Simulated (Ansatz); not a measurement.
Relaxation of H$_{4}$O$_{2}$Sn (7 atoms, charge 0, multiplicity 1), to a largest force component of 0.03 eV/Å in at most 50 steps.

Computed with Ansatz, RKS PBE0-D4/def2-SVP.

```xyz
7
Properties=species:S:1:pos:R:3:forces:R:3
Sn -0.947 -0.188 0.547 0.29 0.00 -0.05
H 1.810 0.110 1.544 0.49 -0.09 -0.68
O 2.192 -0.031 0.649 -0.78 0.08 0.74
H 2.445 -0.962 0.662 0.00 0.00 -0.01
O -1.394 1.493 -0.441 -0.01 0.01 0.01
H -1.373 1.387 -1.399 0.01 -0.01 -0.01
H -0.816 -1.213 -0.925 0.00 -0.01 0.00
```

Task: Where does it end, and by what steps?

Result: The forces met the threshold. After 13 steps the energy has fallen by 0.295 eV; H4 moved furthest, 0.74 Å.

```
step  energy less start (eV)  largest force component (eV/Å)  accepted
   0                  0.0000                           0.782       yes
   1                 -0.0592                           2.195       yes
   2                 -0.0842                           2.609       yes
   3                 -0.2129                           1.530       yes
   4                 -0.2541                           0.902       yes
   5                 -0.2808                           0.479       yes
   6                 -0.2541                           0.691        no
   7                 -0.2892                           0.175       yes
   8                 -0.2937                           0.106       yes
   9                 -0.2909                           0.170        no
  10                 -0.2946                           0.095       yes
  11                 -0.2948                           0.072       yes
  12                 -0.2953                           0.038       yes
  13                 -0.2954                           0.016       yes
```

```xyz
7
Properties=species:S:1:pos:R:3
Sn -0.927 -0.242 0.683
H 1.978 0.049 1.547
O 1.540 0.033 0.688
H 1.962 -0.672 0.181
O -1.224 1.418 -0.413
H -0.961 1.305 -1.333
H -0.452 -1.295 -0.715
```

Whether the end is a true minimum wasn't checked by a vibrational analysis.

Time of the run: 71 s on 1 thread of Arm Neoverse N1, with other jobs on the host, peak memory 0.14 GiB.
